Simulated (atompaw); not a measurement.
**LDA (PW92) PAW (atompaw) dataset for Zr, scalar-relativistic all-electron reference.**

atompaw 4.2.0.5 input, output lines left out:

```
Zr 40
LDA-PW scalarrelativistic loggrid 1500 logderivrange -6 5 276
5 5 4 0 0 0
5 0 1.5
5 1 0
4 2 2
0 0 0
c
c
c
v
v
c
c
v
v
c
v
3
2.35 2.25 1.75 2.10
n
n
y
0.15
n
y
0.05
y
2.8
n
custom polynom vanderbiltortho besselshape
4 0.5 vpsmatchnc
2.25
2.35
1.80
2.35
2.35
2.35
2.35
2.35
```

All-electron outer shells of the reference configuration (LDA (PW92), scalar-relativistic, ld1.x):

```csv
shell,level (eV),outermost node (bohr),outermost maximum (bohr)
3d,-178.16,–,0.35
4s,-57.74,0.55,1.08
4p,-35.73,0.56,1.17
5s,-7.32,1.46,3.04
4d,-6.83,0.58,1.61
5p,-3.89,1.69,3.85
```

Task: Does the generator finish with these settings?

Result: Yes, a potential is produced.

Task: Estimate the cutoffs (Ry, on a coarse ladder) from which the occupation-weighted sum of valence levels, in a spherical-Bessel basis at the reference potential, stays within 10 and 1 mRy of its value at 400 Ry.

Result: 21 Ry and 40 Ry.

Task: What does a ghost test show?

Result: No extra level below or beside the all-electron valence levels (s, p, d, f tested).

Task: Is the overlap operator S = 1 + Σ q|β⟩⟨β| positive definite (Bessel basis up to 400 Ry)?

Result: Yes: its lowest eigenvalue is 0.64 (p channel).

Task: Which valence shell sets the plane-wave cutoff?

Result: 4p: its level needs 25 Ry to come within 1 mRy, against 18 Ry for 4d.
